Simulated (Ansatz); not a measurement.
System: C$_{5}$H$_{7}$Si, net charge 0, doublet state. It need not be the lowest isomer of its formula. 
Geometry from a B3LYP-D3(BJ)/def2-TZVP (Ansatz, a quantum-chemistry and plane-wave program) optimisation:
```
C
C 1 1.3337
C 2 1.4511 1 115.24
C 3 1.3457 2 106.34 1 0.00
H 3 1.0787 4 127.58 2 -180.00
H 4 1.0808 3 126.57 5 0.00
C 4 1.5040 6 123.69 3 -180.00
H 7 1.0957 4 111.65 6 -59.64
H 7 1.0957 8 106.65 4 -122.20
Si 1 1.8497 2 129.19 3 180.00
H 10 1.4790 1 109.71 2 0.00
H 10 1.4844 11 109.40 1 121.41
H 10 1.4844 11 109.40 12 117.18
```
Charge 0, spin multiplicity 2.

Quantity: atomisation energy (electronic, to ground-state atoms), in kcal/mol. Cores are frozen in the correlated levels unless marked. UHF or UKS for open shells. Spin-orbit coupling is left out. Non-relativistic unless marked X2C. The coupled-cluster limit lacks core correlation, which all-electron functionals hold. CBS(X,Y): correlation extrapolated as X^-3; Hartree-Fock from the larger set.

```csv
level,program,atomisation energy (kcal/mol),minus last row
PBE-D3(BJ)/def2-TZVPD,Ansatz + dftd3,1308.1,39.8
HSE06-D3(BJ)/def2-TZVPD,Ansatz + dftd3,1288.1,19.8
CAM-B3LYP/def2-TZVPD,Ansatz,1269.4,1.1
B2PLYP-D4/def2-TZVPD,Ansatz + dftd4,1261.5,-6.8
B2PLYP/def2-TZVPD,Ansatz,1256.2,-12.1
MP2/cc-pV(D+d)Z,Ansatz,1183.5,-84.8
CCSD(T)/STO-3G,Ansatz,1346.4,78.1
X2C-CCSD(T)/cc-pVTZ-DK,Ansatz,1232.4,-35.9
CCSD(T) with core electrons (1s frozen past Ne)/cc-pwCVTZ,Ansatz,1243.0,-25.3
"CCSD(T)/CBS(cc-pV(T+d)Z,cc-pV(Q+d)Z)",Ansatz,1268.3,0.0
```

The UHF reference is spin-contaminated (<S^2> 0.48 over the pure value in the largest basis).
